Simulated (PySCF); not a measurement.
CH₅F₃Si₂. Atoms are numbered in the order given.

```xyz
11

C     -2.2005     0.8833    -0.6839
Si    -0.9706    -0.5008    -0.3912
F     -1.5708    -1.5565     0.7251
Si     1.0432     0.3684     0.4607
F      1.4777     1.5741    -0.5628
F      2.2297    -0.7559     0.4148
H     -3.1462     0.4922    -1.1105
H     -2.4366     1.4206     0.2564
H     -1.7702     1.6135    -1.4006
H     -0.7023    -1.2665    -1.6575
H      1.0134     0.9387     1.8486
```
Charge 0, spin multiplicity 1.

Geometry: PBE-D3(BJ)/def2-SVP. The structure was generated by enumeration; whether it is a known compound was not checked. Other conformers were not sampled.

Vertical ionisation energy (IE) and electron affinity (EA) in eV. Rows of orbital energies are one-electron estimates. Where ΔSCF, EOM or ADC give a negative EA the extra electron is unbound and the value depends on the basis.

```csv
level,IE,EA
"−ε(HOMO), −ε(LUMO), ωB97X/def2-TZVP (PySCF)",[?],[?]
"−ε(HOMO), −ε(LUMO), PBE/def2-TZVP (PySCF)",7.14,1.83
```

### Question
What belongs in the gaps? (An estimate is asked for; the answer gives what the named calculation found.)

### Answer

- −ε(HOMO), −ε(LUMO), ωB97X/def2-TZVP (PySCF), IE: 10.78
- −ε(HOMO), −ε(LUMO), ωB97X/def2-TZVP (PySCF), EA: -1.14
